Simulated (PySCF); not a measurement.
## Polarisability and C₆ of Ni⁻ (nickel, charge -1)

[Ar] 3d9 4s2, 2D determinant. All numbers are calculated (PySCF 2.14, no relativity, point nucleus, in aug-cc-pVTZ). Coupled (time-dependent) response in atomic units; α is the mean over directions.

| method | mean α (bohr³) | α xx, yy, zz | C₆ (like pair) | S(−4) |
| --- | --- | --- | --- | --- |
| MN15 | 333.2 | 333.4, 333.4, 332.8 | 5793 | 81240 |

S(−4) is the Cauchy moment in α(ω) = α(0) + S(−4) ω² + …

α(iu) at MN15:

```csv
u (hartree),α(iu) (bohr³)
0,333.2
0.0500,211.8
0.100,110.1
0.200,44.41
0.300,24.49
0.500,11.43
0.750,6.477
1.00,4.445
1.50,2.645
2.00,1.806
3.00,1.018
5.00,0.4678
```

A single London oscillator, α(iu) = α/(1 + u²/ω²), gives C₆ = (3/4) ω α². Matching the computed C₆ needs ω = 4 × 5793 / (3 × 333.2²) = 0.0696 hartree.

For an ion, C₆ is the dispersion term alone; charge-induced terms of lower order in 1/R come first.

The components differ because the open shell of this determinant is not spherical; for a pure term their mean is the scalar polarisability.

The outer electron is barely bound at this level, so radii and moments hang on the diffuse functions.
